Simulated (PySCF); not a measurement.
# How methods differ on the excitation energy of Pt⁺

Pt⁺ [Xe] 4f14 5d9 (2D) → Pt⁺ [Xe] 4f14 5d8 6s1 (4F), as a difference of total energies. Calculation: PySCF 2.14, in aug-cc-pVTZ-PP with ECP60MDF (6s6p5d3f2g, 88 functions); scalar relativity through the core potential. Correlated levels: valence: 5s2 5p6 frozen. The calculations carry no spin-orbit coupling.

```csv
method,excitation energy (eV)
UHF,0.268
LDA,0.779
PBE,0.701
PBE0,0.717
B97-3,0.984
LC-wPBE,0.871
BP86,0.681
wB97M-V,1.068
MP2 (valence),0.893
SCS-MP2 (valence),1.072
```

Q: How much does correlation contribute at MP2 (valence)?

A: 0.893 − (0.268) = 0.625 eV, measured against UHF.
